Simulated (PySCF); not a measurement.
Two-dimensional NMR puzzle

Compound of formula C6H10N4Si. Correlations simulated from computed shifts and the bond graph:

HSQC (one-bond C–H):
```tsv
δH	δC
0.49	-1.8
```

HMBC (two and three bonds, from the bond graph):
```tsv
δH	δC
0.49	152.7, -1.8
```

Carbons without hydrogens: δ 152.7, 131.2, 119.6.

All values are calculated (PySCF 2.14.0 with density-fitted response routines): GIAO PBE0/pcSseg-1 shieldings, structure optimised with GFN2-xTB. Single conformer, no relativistic terms, fast rotation and ring inversion assumed for equivalent nuclei, no solvent.

References, each an isolated molecule treated in the same way: 1H and 13C against TMS.

Exchangeable hydrogens are left out of these lists.

Q: Work out the connectivity.

A: `C[Si](C)(C)c1[nH]nnc1C#N`.

Atom-mapped SMILES (the numbers label the heavy atoms): `[CH3:1][Si:2]([CH3:3])([CH3:4])[c:5]1[nH:6][n:7][n:8][c:9]1[C:10]#[N:11]` (H(Xn): hydrogen on atom n).

δC 152.7 is C5, a substituted aromatic carbon next to a ring nitrogen. δC 131.2 is C9, a substituted aromatic carbon next to a ring nitrogen. δC 119.6 is C10, a nitrile carbon. δC -1.8 is C1/C3/C4, a methyl carbon bonded to Si (δH 0.49). HMBC from δH 0.49 reaches the proton-free carbon C5.

The shifts were computed for this structure.

OH/NH shifts are gas-phase values; hydrogen bonding in solution moves them, usually downfield. Shifts are as computed. Against solution values, carbons near 30 ppm lie about +3 ppm off and those near 130 ppm about +5 ppm. Of 1211 compounds with measured shifts, 218 miss one by over three times the rms of a fit or turn the order of signals round; such compounds aren't used in these exercises.
